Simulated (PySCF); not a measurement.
Gas-phase reaction: GaCl2 + 3 F → GaF3 + Cl2

Energies from PySCF, thermal terms from the rigid-rotor harmonic-oscillator model, ideal gas at 1 bar. † marks an energy on the PBE0/def2-TZVP geometry and frequencies; other levels use their own. 6-31G* has spherical d functions here. Open shells (unrestricted): GaCl2 (multiplicity 2), F (multiplicity 2); the rest are closed-shell singlets. Spin-orbit splitting is ignored; it lowers the true energy and changes the entropy of F. B3LYP is the form with VWN-RPA correlation. Ga: all electrons, no relativistic terms. GaCl2: computed as isolated molecules; such fragments, hydroxides, amides, oligomers or adducts are transient or little studied in the gas.

BLYP/def2-TZVP† gives ΔH°(298 K) = -974 kJ.

What do PBE/def2-SVP, LDA/def2-TZVP†, B3LYP/6-31G* give?

PBE/def2-SVP: -995 kJ; LDA/def2-TZVP†: -1203 kJ; B3LYP/6-31G*: -916 kJ. For scale, ΔH°(298 K) is -974 kJ at this level, -952 kJ at ωB97M-V/def2-TZVP†, and runs from -1203 to -489 kJ over the 20 levels computed.
